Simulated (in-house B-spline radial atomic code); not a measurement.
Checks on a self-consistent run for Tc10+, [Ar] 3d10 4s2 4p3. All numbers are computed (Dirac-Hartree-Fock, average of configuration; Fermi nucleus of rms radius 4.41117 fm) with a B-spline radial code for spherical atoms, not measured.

```csv
orbital,q,ε (Eh),<1/r>,<r²>,small-component weight
1s1/2,2,-785.17109,44.7113,0.00158552,0.024646
2s1/2,2,-120.79576,10.2325,0.0261964,0.0051049
2p1/2,2,-111.57200,10.1716,0.0198449,0.005077
2p3/2,4,-107.19738,9.66653,0.0211864,0.0049059
3s1/2,2,-27.79112,3.54219,0.193108,0.001396
3p1/2,2,-24.17975,3.43062,0.191337,0.0013322
3p3/2,4,-23.41519,3.31268,0.200548,0.0012893
3d3/2,4,-17.10901,3.12417,0.183512,0.0011687
3d5/2,6,-16.96338,3.09314,0.186447,0.0011555
4s1/2,2,-9.10816,1.39889,1.06874,0.00037311
4p1/2,1,-7.98238,1.3219,1.17704,0.00034494
4p3/2,2,-7.83685,1.29223,1.21771,0.00033689
```

Electron-electron repulsion V_ee = 1380.5370 hartree.

(1) What total energy follows from the eigenvalues?

(2) Does the Dirac virial theorem hold?

(3) What diamagnetic shielding (Lamb formula) and susceptibility (Langevin formula) do the radii give?

Results:

(1) The eigenvalues count the repulsion twice, so E = Σqε - V_ee = -2873.558 - 1380.537 = -4254.095 hartree; the run printed -4254.095.

(2) For a point nucleus E = -2c²Σq·w, with w the small-component weight. Here Σq·w = 0.11326 and c = 137.0360, so the ratio E/(-2c²Σq·w) is 1.000029; the finite nucleus accounts for the departure from 1.

(3) σ = (α²/3)Σq<1/r> = 233.853/(3·137.036²) = 4151 ppm, and χ = -0.79199×10⁻⁶·Σq<r²> = -7.408×10⁻⁶ cm³/mol with Σq<r²> = 9.3537 bohr². Both are non-relativistic formulas without the paramagnetism of open shells.
